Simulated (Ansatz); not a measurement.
Consider the ligand exchange at the Si–O bond: `OC([SiH3])O[SiH3]` + `[SiH3]C#CS` → `[SiH3]C#CS[SiH3]` + `OC(O)[SiH3]`.

Computed with Ansatz on PBE0-D4/def2-TZVP structures; ΔE is electronic, products minus reactants. CCSD(T)/CBS adds triple-zeta CCSD(T) − MP2 to the extrapolated MP2 energy (def2 sets, frozen cores). Each species was taken in one conformer, which may not be the lowest.

| species | CCSD(T)/CBS(def2) energy (Eh) |
| --- | --- |
| `OC([SiH3])O[SiH3]` | -771.37645 |
| `[SiH3]C#CS` | -765.29577 |
| `[SiH3]C#CS[SiH3]` | -1055.59903 |
| `OC(O)[SiH3]` | -481.06463 |

Problem. Work out ΔE.

Solution. ΔE = (-1055.59903) + (-481.06463) − (-771.37645) − (-765.29577) = 0.00856 Eh = +5.4 kcal/mol.

Largest T1 diagnostic among the species: 0.013.

In def2-TZVPP, CCSD(T) changes the Hartree–Fock value by −2.8 kcal/mol (the triples alone add −0.6 kcal/mol) and MP2 by −3.7 kcal/mol.
